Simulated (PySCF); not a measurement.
Predicted microwave data (PySCF 2.14.0, PBE0-D3(BJ)/def2-SVP geometry optimisation, gas phase) for one isomer of C8H14Si:

- Rotational constants: A = 1897, B = 1078, C = 843.6 MHz
- Dipole components: |μa| = 1.26 D, |μb| = 0.54 D, |μc| = 0.01 D
- Inertial defect: -136.06 u·Å²
- κ: -0.55

Question: Which candidate fits, each taken in the one conformer that was computed?
A. `[SiH3:1][C:2]1=[C:3]=[CH:4][CH2:5][CH2:6][CH2:7][CH2:8][CH2:9]1` with C3–C4–C5–C6 -12°, C4–C5–C6–C7 -60°, C5–C6–C7–C8 113°, C6–C7–C8–C9 -80°
B. `[CH:1]1=[CH:2][CH2:3][SiH:4]([CH:5]2[CH2:6][CH2:7][CH2:8]2)[CH2:9]1` with C3–Si4–C5–C6 177°, C1–C2–C3–Si4 10°, C2–C3–Si4–C5 103°, Si4–C5–C6–C7 -100°, C5–C6–C7–C8 -17°
C. `[SiH3:1]/[C:2]1=[CH:3]/[CH2:4][CH2:5]/[CH:6]=[CH:7]\[CH2:8][CH2:9]1` with C2–C3–C4–C5 -17°, C3–C4–C5–C6 -59°, C4–C5–C6–C7 83°, C6–C7–C8–C9 -17°

Answer: A. It is [SiH3]C1=C=CCCCCC1, an asymmetric top, point group C1. The candidates at the same level (rigid rotor, commonest isotopes):

```csv
SMILES,A (MHz),B (MHz),C (MHz),μa (D),μb (D),μc (D),Δ (u·Å²),point group,rotor
[SiH3]/C1=C/CC/C=C\CC1,2133,1012,780.6,1.16,0.29,0.36,-89.03,C1,asymmetric top
[SiH3]C1=C=CCCCCC1,1897,1078,843.6,1.26,0.54,0.01,-136.06,C1,asymmetric top
C1=CC[SiH](C2CCC2)C1,3160,842.8,746.6,0.31,0.00,0.38,-82.73,Cs,near-prolate asymmetric top
```

`[SiH3]/C1=C/CC/C=C\CC1` has A 12 % too high; `C1=CC[SiH](C2CCC2)C1` has A 67 % too high. No structure here is proved a minimum.
